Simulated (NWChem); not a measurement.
Species: SiHCl₃; SMILES Cl[SiH](Cl)Cl

All runs: NWChem. Pople sets run with spherical d functions. All runs use the structure optimised with PBE0/def2-SVP. Computed dipoles belong to the equilibrium geometry; the measured one is vibrationally averaged.

Measured dipole moment: 0.86 D (NIST CCCBDB, as tabulated in the package chemicals).

```tsv
level	dipole moment (D)	computed − measured
B3LYP/STO-3G	?	?
B3LYP/3-21G	1.75	+0.89
B3LYP/6-31G*	1.16	+0.30
B3LYP/6-31+G*	1.16	+0.30
B3LYP/def2-SVP	?	?
B3LYP/def2-SVPD	0.94	+0.08
B3LYP/def2-TZVP	0.85	-0.01
B3LYP/6-311++G**	1.18	+0.32
B3LYP/aug-cc-pVTZ	0.91	+0.05
```

Problem. Some entries are withheld; supply them.

Solution. 
- B3LYP/STO-3G, dipole moment (D): 2.09
- B3LYP/STO-3G, computed − measured: +1.23
- B3LYP/def2-SVP, dipole moment (D): 0.90
- B3LYP/def2-SVP, computed − measured: +0.04
